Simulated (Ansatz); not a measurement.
## Counterpoise correction, worked out

The pair of HBr (SMILES Br, atoms 1–2) and H2Te (SMILES [TeH2], atoms 3–5), both closed shells, in one local arrangement (a lower one may exist), relaxed at PBE0-D4/def2-TZVP:

```xyz
5
angstrom
Br 0.0389 -0.1577 -2.7773
H -0.2528 -0.0718 -1.3651
Te -0.6969 0.0889 1.2614
H 0.4847 1.2434 1.3739
H 0.4260 -1.1028 1.5070
```

Computed with Ansatz 0.2.0 (basis: def2-TZVPPD); correlated methods freeze the cores. Filled d shells of the heavier atoms are correlated. Core potentials replace the inner electrons of the atoms past krypton. The def2 sets are not built for correlating such inner shells, so the correlated values are less sure here.

CCSD(T) total energies in eV:

| system | geometry | basis functions | energy |
| --- | --- | --- | --- |
| pair | pair | all | -77333.34068 |
| HBr | as in the pair | all (partner as ghosts) | -70023.35983 |
| H2Te | as in the pair | all (partner as ghosts) | -7309.89348 |
| HBr | as in the pair | its own | -70023.34363 |
| H2Te | as in the pair | its own | -7309.86388 |
| HBr | free (PBE0-D4 minimum) | its own | -70023.35389 |
| H2Te | free (PBE0-D4 minimum) | its own | -7309.86392 |

Question: Work out the interaction energy with and without the counterpoise correction, the superposition error, and the binding energy from the relaxed fragments.

Answer: Without correction: -77333.34068 − (-70023.34363) − (-7309.86388) = -0.13317 eV.
With correction (each fragment in the whole basis): -77333.34068 − (-70023.35983) − (-7309.89348) = -0.08737 eV = -2.01 kcal/mol.
The superposition error is the difference, 0.04580 eV, 34 % of the uncorrected value: each fragment borrows its partner's functions.
Deformation from the free shapes: 0.01026 eV for HBr and 0.00004 eV for H2Te.
Binding energy from relaxed fragments: -0.08737 + 0.01026 + 0.00004 = -0.07707 eV = -1.78 kcal/mol (electronic, without zero-point energy; negative means bound). For comparison, the corrected interaction energy by CCSD(T) at an estimated basis limit (MP2 extrapolated from triple and quadruple zeta, plus CCSD(T) − MP2 in triple zeta) is -0.122 eV; triple zeta with the correction binds less.

T1 diagnostic: at most 0.011.

For scale, one of the runs: CCSD(T)/def2-TZVPPD, 167 basis functions, launched by `ansatz run in.yaml --threads 4 --pin off --events-out ev --progress --plain --max-ram 9574MiB`. Hardware: 4 CPU threads of an Arm Neoverse V1, shared host. Wall time 43 s; peak host memory 1.5 GiB.
